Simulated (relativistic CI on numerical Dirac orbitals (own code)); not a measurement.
Hyperfine structure of Pt⁶¹⁺, mass number 195

Computed by Dirac-Coulomb-Breit CI, separate exchange-only KLI orbitals for each configuration, model QED (radiative potential, 1s self-energy scaled to tabulated hydrogen-like ionisation energies), unscaled Slater integrals (own radial code, finite nucleus).

Configuration list (outside the closed core [Ne]): 3s2 3p5, 3s2 3p4 3d, 3s 3p6, 3s 3p5 3d, 3s 3p4 3d2, 3p6 3d, 3s2 3p3 3d 4p, 3s2 3p4 4s, 3s 3p4 3d 4s, 3p6 4s, 3p6 4p, 3s2 3p4 4p, 3s2 3p3 3d2, 3s2 3p2 3d3, 3s 3p3 3d3, 3s2 3p2 3d2 4s, 3s2 3p2 3d2 4p. Double excitations out of closed p, d and f shells are left out; levels of such configurations are missing from the list, as are those of other unlisted configurations, and high levels can miss mixing partners.

Nuclear spin I = 1/2, μ = 0.6073 μN (tables of Stone and Pyykkö). The electronic factors are computed for point nuclear moments, without core polarisation or the Bohr-Weisskopf and QED corrections.

```json
{"Level": "3s2 3p5 2P°_3/2", "E (Ry)": "0.0000", "A (GHz)": "309.1"}
{"Level": "3s2 3p4 3d 4P_1/2", "E (Ry)": "19.1351", "A (GHz)": "474.5"}
{"Level": "3s2 3p4 3d 2D_3/2", "E (Ry)": "20.8755", "A (GHz)": "176.1"}
{"Level": "3s2 3p4 3d 4F_9/2", "E (Ry)": "26.2878", "A (GHz)": "175.2"}
{"Level": "3s2 3p4 3d 2P_1/2", "E (Ry)": "26.8735", "A (GHz)": "-196.2"}
{"Level": "3s2 3p4 3d 2D_5/2", "E (Ry)": "28.5887", "A (GHz)": "89.43"}
{"Level": "3s2 3p4 3d 2D_5/2", "E (Ry)": "29.4426", "A (GHz)": "131.6"}
{"Level": "3s2 3p5 2P°_1/2", "E (Ry)": "32.9906", "A (GHz)": "2984"}
```

Levels with J = 0, under 50 % of one LS term, or S terms without an open s electron are left out. Small factors come from cancelling terms and can be off by tens of per cent or more.

At this charge energies of transitions that change n are usually good to better than 1 %, and those within a shell (Δn = 0) to a few per cent.

Question: Give the hyperfine levels of 3s2 3p4 3d 4P_1/2 relative to its centre of gravity.

Answer: With K = F(F + 1) − I(I + 1) − J(J + 1), E = AK/2: F = 0: -355.9, F = 1: 118.6 GHz.

LS names give the leading component of a level, which can be under half, so a name can repeat, a term be missing and a line seem to break the LS rules.
